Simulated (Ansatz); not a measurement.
Species: C2Cl5, net charge 0, doublet state. It need not be the lowest isomer of its formula. 
Coordinates optimised at B3LYP-D3(BJ)/def2-TZVP (Ansatz, a first-principles code):
```
C
C 1 1.4945
Cl 2 1.7024 1 119.08
Cl 2 1.7024 1 119.08 3 -154.14
Cl 1 1.7828 2 110.77 3 -42.56
Cl 1 1.7828 2 110.77 3 -163.30
Cl 1 1.8242 2 109.70 3 77.07
```
Charge 0, spin multiplicity 2.

Computed values are from Ansatz. Valence correlation only, unless marked. UHF or UKS for open shells. No spin-orbit coupling. Non-relativistic. CBS(X,Y): correlation extrapolated as X^-3; Hartree-Fock from the larger set. [CCSD(T)-MP2]/basis is that difference in the basis named.

Problem. What is the dipole moment at wB97M-V/def2-TZVPD?

Solution. 0.73 D.

Problem. What is the total energy at RI-MP2/CBS(cc-pV(T+d)Z,cc-pV(Q+d)Z)+[CCSD(T)-MP2]/cc-pV(D+d)Z?

Solution. -2374.8510 Eh.

Problem. What is the T1 diagnostic at CCSD/cc-pV(D+d)Z?

Solution. 0.014.

Problem. What is the atomisation energy De at RI-MP2/CBS(cc-pV(T+d)Z,cc-pV(Q+d)Z)+[CCSD(T)-MP2]/cc-pV(D+d)Z?

Solution. 491.9 kcal/mol.
